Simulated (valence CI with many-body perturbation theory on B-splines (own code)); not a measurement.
Energy levels of Zr XXVII

Computed by valence CI with perturbative core correlation (CI+MBPT): four valence electrons over a frozen Dirac-Fock core [Ne], radial functions for each j: 11 s, 11 p, 10 d, 8 f, 5 g, 2 h, with the one-electron correlation potential Σ1 (screened to all orders), the two-electron term Σ2, the three-electron term Σ3, Breit, model QED; selected single and double excitations, second order for the rest, scaled by the run's own slope (own B-spline code, finite nucleus).

The last digits are not significant, and no measured levels were compared; by estimate large intervals hold to a few tenths of a per cent, small ones and those within an open d or f shell to about a per cent. Among the levels kept, up to 700 cm⁻¹ of a level comes from second order outside the variational space, and about a tenth of that is noise between levels of different J, which matters for small intervals.

Levels 136 to 174 of 174, with energies above the lowest level, 3s2 3p2 3P_0. "Leading %" is the weight of the configuration and term that name the level; weights of strongly mixed levels are sums over their largest components and can fall short. In the jj column 3d3/2^4 stands for four electrons in 3d with j = 3/2. Lifetimes count E1, E2, E3, M1 and M2 decay at the calculated energies, and are blank where another channel may lead or the interval is too uncertain; long ones can be off by a factor of two.

```
No.  Configuration  Term  J  E (cm⁻¹)  Leading %                   Leading jj  Lifetime      g
136      3s 3p 3d2   5P°  1   2511700         50  3s 3p1/2 3d3/2 3d5/2 (27 %)   7.91 ps  2.056
137         3p3 3d   3D°  3   2515900         26   3p1/2 3p3/2^2 3d3/2 (26 %)   7.04 ps  1.128
138      3s 3p 3d2   5G°  6   2525800         99      3s 3p3/2 3d5/2^2 (74 %)   32.1 ps  1.330
139      3s 3p 3d2   5D°  3   2531300         33   3p1/2 3p3/2^2 3d5/2 (37 %)   11.8 ps  1.331
140      3s 3p 3d2   5P°  2   2538300         56  3s 3p1/2 3d3/2 3d5/2 (47 %)   7.71 ps  1.748
141         3p3 3d   3F°  2   2545400         34   3p1/2 3p3/2^2 3d3/2 (32 %)   8.75 ps  0.766
142      3s 3p 3d2   3H°  4   2554100         74  3s 3p1/2 3d3/2 3d5/2 (72 %)   15.1 ps  0.872
143         3p3 3d   3D°  2   2564500         22   3p1/2 3p3/2^2 3d5/2 (39 %)   6.83 ps  1.139
144      3s 3p 3d2   5F°  5   2570000         63  3s 3p3/2 3d3/2 3d5/2 (44 %)   8.02 ps  1.326
145         3p3 3d   3P°  0   2574500         55         3p3/2^3 3d3/2 (57 %)   5.44 ps       
146      3s 3p 3d2   3F°  3   2576900         31      3s 3p1/2 3d5/2^2 (23 %)   7.77 ps  1.132
147      3s 3p 3d2   5F°  4   2580600         49  3s 3p3/2 3d3/2 3d5/2 (76 %)   8.09 ps  1.352
148      3s 3p 3d2   3D°  1   2582800         20         3p3/2^3 3d3/2 (20 %)   7.42 ps  1.113
149         3p3 3d   3P°  2   2582800         37         3p3/2^3 3d5/2 (52 %)   13.6 ps  1.360
150         3p3 3d   3F°  4   2587700         37         3p3/2^3 3d5/2 (58 %)   12.8 ps  1.188
151      3s 3p 3d2   3D°  1   2590300         29      3s 3p3/2 3d3/2^2 (25 %)   6.50 ps  0.926
152      3s 3p 3d2   3H°  5   2590900         59  3s 3p1/2 3d3/2 3d5/2 (43 %)   13.2 ps  1.118
153      3s 3p 3d2   5D°  3   2595700         28  3s 3p3/2 3d3/2 3d5/2 (49 %)   8.23 ps  1.264
154      3s 3p 3d2   5D°  3   2603700         26  3s 3p3/2 3d3/2 3d5/2 (32 %)   7.97 ps  1.183
155      3s 3p 3d2   5D°  2   2606700         77      3s 3p3/2 3d3/2^2 (46 %)   5.16 ps  1.390
156      3s 3p 3d2   5D°  1   2609500         66      3s 3p3/2 3d3/2^2 (44 %)   5.23 ps  1.255
157      3s 3p 3d2   5D°  0   2612700         91      3s 3p3/2 3d3/2^2 (54 %)   5.19 ps       
158      3s 3p 3d2   3G°  3   2618600         38  3s 3p3/2 3d3/2 3d5/2 (36 %)   7.92 ps  1.114
159      3s 3p 3d2   5D°  4   2618700         59      3s 3p3/2 3d5/2^2 (29 %)   8.18 ps  1.350
160         3p3 3d   3D°  1   2619600         44   3p1/2 3p3/2^2 3d3/2 (27 %)   4.64 ps  0.796
161      3s 3p 3d2   3G°  3   2620500         35  3s 3p3/2 3d3/2 3d5/2 (44 %)   7.73 ps  1.215
162      3s 3p 3d2   3D°  2   2622900         28   3p1/2 3p3/2^2 3d5/2 (30 %)   5.97 ps  1.230
163      3s 3p 3d2   5D°  4   2626800         39  3s 3p3/2 3d3/2 3d5/2 (31 %)   6.46 ps  1.292
164      3s 3p 3d2   3G°  3   2637800         18  3s 3p3/2 3d3/2 3d5/2 (22 %)   7.19 ps  1.056
165      3s 3p 3d2   3F°  4   2652600         58      3s 3p3/2 3d5/2^2 (39 %)   8.79 ps  1.200
166         3p3 3d   1F°  3   2653200         22      3s 3p3/2 3d5/2^2 (40 %)   7.67 ps  1.167
167      3s 3p 3d2   3G°  4   2656000         50      3s 3p1/2 3d5/2^2 (44 %)   9.02 ps  1.091
168      3s 3p 3d2   5S°  2   2665600         71  3s 3p3/2 3d3/2 3d5/2 (45 %)   4.06 ps  1.898
169      3s 3p 3d2   3S°  1   2674400         51  3s 3p3/2 3d3/2 3d5/2 (56 %)   4.65 ps  1.917
170      3s 3p 3d2   3D°  2   2674400         14  3s 3p3/2 3d3/2 3d5/2 (29 %)   5.58 ps  1.108
171      3s 3p 3d2   3P°  0   2677300         43  3s 3p1/2 3d3/2 3d5/2 (40 %)   4.64 ps       
172      3s 3p 3d2   3D°  3   2681200         26         3p3/2^3 3d5/2 (32 %)   7.03 ps  1.177
173      3s 3p 3d2   3P°  2   2688300         21  3s 3p3/2 3d3/2 3d5/2 (24 %)   4.19 ps  1.135
174      3s 3p 3d2   3D°  1   2691200         58  3s 3p1/2 3d3/2 3d5/2 (37 %)   5.04 ps  0.726
```

Names give the largest LS component (configuration and term), which can be under half, so a name can repeat, a term be missing and a line seem to break the LS rules; names also repeat where a configuration has a term twice.

Where two levels of one J and parity lie close, their mixing, g and order are uncertain.
